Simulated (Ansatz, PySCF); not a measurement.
Caution: the highest occupied level lies above zero, a sign of self-interaction error and of too few diffuse functions. This singlet lies 0.72 eV below the relaxed triplet at the level frozen-core CCSD(T)/aug-cc-pVTZ // PBE-D3(BJ)/def2-SVPD (Ansatz, a quantum-chemistry and plane-wave program).

Z-matrix (Å, degrees):
```
S
H 1 1.3787
B 1 1.8542 2 103.95
H 3 1.2554 1 96.13 2 180.00
```
Charge -1, spin multiplicity 1.

Problem. What HOMO and total energy does PBE-D3(BJ)/def2-TZVPD // PBE-D3(BJ)/def2-SVPD (PySCF) give?

Solution. 
| Property | Value |
|---|---|
| HOMO | 1.65 eV |
| total energy | -11537.84 eV |
